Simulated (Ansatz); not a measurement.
Consider the formal exchange of groups at a C–O bond: `COB(O)Cl` + `CCC(CC)CC` → `CCC(C)(CC)CC` + `OB(O)Cl`.

Program: Ansatz. Geometries: PBE0-D4/def2-TZVP. ΔE: electronic, gas phase. CCSD(T)/CBS adds triple-zeta CCSD(T) − MP2 to the extrapolated MP2 energy (def2 sets, frozen cores). This one scheme is used for every species. Functionals use def2-TZVPP. B3LYP here is the variant with VWN-RPA as its local correlation; programs differ in this. Each species was taken in one conformer, which may not be the lowest.

CCSD(T)/CBS gives -14.6 kcal/mol.

Q: Another level gave -13.9 kcal/mol. Which?
A. r2SCAN/def2-TZVPP
B. HF/def2-TZVPP
C. ωB97M-V/def2-TZVPP
D. B3LYP-D4/def2-TZVPP

A: C. ωB97M-V -13.9, r2SCAN -12.6, B3LYP-D4 -11.5, HF/def2-TZVPP -7.1 kcal/mol.

Largest T1 diagnostic among the species: 0.012.

From PBE to PBE0 (25 % exact exchange), in def2-TZVPP and without D4, ΔE moves by −1.0 kcal/mol. The D4 term adds −3.3 kcal/mol with B3LYP and −1.9 kcal/mol with PBE0; it sums over pairs of atoms, weighted by their polarisabilities, and B3LYP, whose exchange is more repulsive, gets the larger term.
